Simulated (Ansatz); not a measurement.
Calculated with Ansatz (gas phase, PBE0-D4/def2-TZVP geometries, no zero-point term in ΔE). CCSD(T)/CBS is the MP2 limit (def2-TZVPP, def2-QZVPP) plus CCSD(T) − MP2 in def2-TZVPP, frozen cores. This one scheme is used for every species. DFT in def2-TZVPP. def2 core potentials past Kr. For Ge, I outer-core shells are correlated without core-valence functions, which leaves a few kJ/mol of doubt a bond. Scalar relativity is left out up to krypton.

Reaction (hydrogenolysis of a Ge–I bond): `[Cl][Ge]([Cl])([Cl])[I]` + H₂ → `[Cl][GeH]([Cl])[Cl]` + HI

CCSD(T)/CBS gives +0.59 eV.

Another level gave +0.50 eV. Which?
A. LC-ωPBE/def2-TZVPP
B. LDA (SPW92)/def2-TZVPP
C. revPBE-D4/def2-TZVPP
D. PBE-QIDH/def2-TZVPP

B. LDA (SPW92) 0.50, PBE-QIDH 0.55, LC-ωPBE 0.40, revPBE-D4 0.67 eV.

What do rigid-rotor, harmonic-oscillator terms from PBE0-D4/def2-TZVP frequencies (298.15 K, 1 bar) make of the CCSD(T)/CBS value? (An estimate is asked.)

Ansatz gave: ΔZPE = +0.07 eV, ΔH = +0.61 eV, ΔS = 24 J/(mol·K), ΔG = +0.53 eV.

Largest T1 diagnostic among the species: 0.009.

In def2-TZVPP, CCSD(T) changes the Hartree–Fock value by +0.20 eV (the triples alone add +0.07 eV) and MP2 by +0.37 eV. From BLYP to BHLYP (50 % exact exchange), in def2-TZVPP and without D4, ΔE moves by −0.05 eV. Leaving LDA and LC-ωPBE aside and taking each functional with its dispersion term where it has one, the values, not all of them listed here, spread over 0.21 eV, from B97M-V to revPBE-D4.
